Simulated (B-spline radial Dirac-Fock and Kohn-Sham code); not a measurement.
ΔSCF core binding energies without Breit or QED terms, calculated with a B-spline atomic structure program.

A sound run for the Sn atom, [Kr] 4d10 5s2 5p2: The ground state converged in 10 iterations, with total energy -6176.13019 Ha, virial ratio 1.94964 and highest orbital energy -6.57 eV. ΔSCF binding energies: K (1s) 29303.3 eV, L3 (2p3/2) 3944.6 eV, M5 (3d5/2) 493.3 eV.

A second run, with one unsound setting: The ground state converged in 10 iterations, with total energy -6175.44453 Ha, virial ratio 1.94963 and highest orbital energy -6.57 eV. ΔSCF binding energies: K (1s) 29302.7 eV, L3 (2p3/2) 3945.1 eV, M5 (3d5/2) 493.8 eV.

```
iter   energy (Ha)        error
   1    -6173.73834084  1.71e+00
   2    -6174.73139650  1.97e-01
   3    -6175.42042705  3.47e-02
   4    -6175.44356008  8.02e-03
   5    -6175.44423896  3.51e-03
   6    -6175.44452188  7.29e-04
   7    -6175.44452989  1.42e-04
   8    -6175.44453022  1.77e-05
   9    -6175.44453023  2.27e-06
  10    -6175.44453023  3.63e-07
```

Q: Which fault fits the second run best?
A. spline order too low
B. tolerance below the noise
C. functional not served
D. unbound anion

A: A. The input had order = 3: order is too low for an accurate radial basis.
